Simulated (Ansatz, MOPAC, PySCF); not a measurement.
Molecule: ZrO2 (charge 0, singlet). SMILES: [O]=[Zr]=[O]
Geometry: optimised at B3LYP-D3(BJ)/def2-TZVP (Ansatz, a quantum-chemistry and plane-wave program).

Wanted: size of the dipole moment, in D. Conventions: LANL2DZ with its own core potentials from Na on; STO-3G and 3-21G all-electron and non-relativistic; no spin-orbit coupling; PM7 with its own dispersion and hydrogen-bond terms; 6-31G* and kin with 6d, 5d where marked; no dispersion term unless named; def2 sets with scalar-relativistic core potentials past Kr. First-principles rows: single points at B3LYP-D3(BJ) geometries (Ansatz). Semi-empirical rows: dipoles at the shared geometry.

```
level                                    program  size of the dipole moment (D)
---------------------------------------  -------  -----------------------------
PM7                                        MOPAC                          10.72
SVWN5/6-31G* with LANL2DZ past Ar         Ansatz                           6.89
PBE/STO-3G                                Ansatz                           4.41
PBE/LANL2DZ                               Ansatz                           7.30
PBE/def2-SVP                              Ansatz                           7.17
BLYP/6-31G* with LANL2DZ past Ar          Ansatz                           6.86
BP86/def2-SVP                              PySCF                           7.18
BP86/6-31G* with LANL2DZ past Ar (5d)      PySCF                           6.92
B3LYP/STO-3G                              Ansatz                           4.91
B3LYP/LANL2DZ                             Ansatz                           7.83
B3LYP/def2-SVP                            Ansatz                           7.69
PBE0/6-31G* with LANL2DZ past Ar          Ansatz                           7.55
M06-2X/6-31G* with LANL2DZ past Ar (5d)    PySCF                           7.88
```

No value to compare with is used here. The 13 habitual levels span 4.41 (PBE/STO-3G) to 10.72 D (PM7).

The levels are drawn from those run, B3LYP/6-31G* more often than the rest, none by its result; runs whose electronic state is in doubt are left out.
